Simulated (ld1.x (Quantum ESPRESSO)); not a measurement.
**Reading a pseudo-wave (lutetium (Lu))**

Columns: radius, all-electron u(r) and pseudo u(r) of the 5d shell (level -2.31 eV) of lutetium in the configuration [Kr] 4d10 4f13.5 5s2 5p6 5d1.5 6s2 6p0; PBEsol, scalar-relativistic, PAW scheme, ld1.x (Quantum ESPRESSO) 7.5.

```json
{"r (bohr)": "0.110", "all-electron": "0.1651", "pseudo": "0.0012"}
{"r (bohr)": "0.220", "all-electron": "0.0094", "pseudo": "0.0097"}
{"r (bohr)": "0.330", "all-electron": "-0.2061", "pseudo": "0.0311"}
{"r (bohr)": "0.440", "all-electron": "-0.2524", "pseudo": "0.0688"}
{"r (bohr)": "0.550", "all-electron": "-0.1684", "pseudo": "0.1233"}
{"r (bohr)": "0.660", "all-electron": "-0.0293", "pseudo": "0.1917"}
{"r (bohr)": "0.770", "all-electron": "0.1175", "pseudo": "0.2689"}
{"r (bohr)": "0.880", "all-electron": "0.2502", "pseudo": "0.3484"}
{"r (bohr)": "0.990", "all-electron": "0.3609", "pseudo": "0.4237"}
{"r (bohr)": "1.100", "all-electron": "0.4484", "pseudo": "0.4893"}
{"r (bohr)": "1.210", "all-electron": "0.5147", "pseudo": "0.5418"}
{"r (bohr)": "1.320", "all-electron": "0.5628", "pseudo": "0.5802"}
{"r (bohr)": "1.430", "all-electron": "0.5958", "pseudo": "0.6057"}
{"r (bohr)": "1.540", "all-electron": "0.6166", "pseudo": "0.6209"}
{"r (bohr)": "1.650", "all-electron": "0.6277", "pseudo": "0.6287"}
{"r (bohr)": "1.760", "all-electron": "0.6312", "pseudo": "0.6313"}
{"r (bohr)": "1.870", "all-electron": "0.6290", "pseudo": "0.6290"}
{"r (bohr)": "1.980", "all-electron": "0.6223", "pseudo": "0.6223"}
{"r (bohr)": "2.090", "all-electron": "0.6125", "pseudo": "0.6125"}
{"r (bohr)": "2.200", "all-electron": "0.6002", "pseudo": "0.6002"}
{"r (bohr)": "2.310", "all-electron": "0.5864", "pseudo": "0.5864"}
{"r (bohr)": "2.420", "all-electron": "0.5713", "pseudo": "0.5713"}
{"r (bohr)": "2.530", "all-electron": "0.5556", "pseudo": "0.5556"}
{"r (bohr)": "2.640", "all-electron": "0.5394", "pseudo": "0.5394"}
{"r (bohr)": "2.750", "all-electron": "0.5229", "pseudo": "0.5229"}
{"r (bohr)": "2.860", "all-electron": "0.5063", "pseudo": "0.5063"}
```

(1) How many radial nodes do the two functions have?

(2) At about which radius was the pseudo-wave matched?

(3) Is the pseudo-wave norm-conserving?

## Answers

(1) The all-electron 5d function has n − l − 1 = 2; the pseudo-wave has 0, since the states of the same l below it are removed with the core.

(2) 1.80 bohr, where the columns begin to agree (steps of 0.11 bohr).

(3) No, it belongs to a PAW set: the norm inside the radius is not constrained, and the difference is carried by the augmentation charge.
